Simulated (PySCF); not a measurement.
Br5Ta, multiplicity 1. Atoms are numbered in the order given.

```xyz
6

Ta     0.0000     0.0000     0.0000
Br     0.0000     0.0000     2.5066
Br     0.0000     0.0000    -2.5066
Br    -2.4557     0.0000     0.0000
Br     1.2278     2.1267     0.0000
Br     1.2278    -2.1267     0.0000
```

The structure is a stationary point at B3LYP-D3(BJ)/def2-SVP. The multiplicity is an assumed one; other spin states were not compared. The isomer is the one that the SMILES or the coordinates give; other isomers of the formula were not compared. The def2 effective core potentials stand for the cores of Ta; spin–orbit coupling is left out.

The numbers are results of PySCF with TDA-M06-2X/def2-SVPD, not measurements.

Vertical excitations; the highest root listed may be one member of a degenerate set.  State labels are in the subgroup C2v.

```csv
state,symmetry,energy (eV),λ (nm),f,main pairs
S1,B1,3.38,366,0.000,"HOMO−1→LUMO 49 %, HOMO→LUMO+1 49 %"
S2,A1,3.49,355,0.009,"HOMO→LUMO, HOMO−1→LUMO+1 (degenerate set)"
S3,B1,3.49,355,0.009,"HOMO→LUMO+1, HOMO−1→LUMO (degenerate set)"
S4,A2,3.62,343,0.000,"HOMO−4→LUMO 43 %, HOMO−3→LUMO+1 43 %"
S5,B1,3.73,332,0.022,HOMO−2→LUMO (degenerate set)
S6,A1,3.73,332,0.022,HOMO−2→LUMO+1 (degenerate set)
T1,A1,3.13,396,0,"HOMO→LUMO 50 %, HOMO−1→LUMO+1 48 %"
T2,B1,3.27,380,0,"HOMO−1→LUMO 46 %, HOMO→LUMO+1 46 %, HOMO−2→LUMO 7 %"
```
Triplets are in the Tamm–Dancoff approximation.
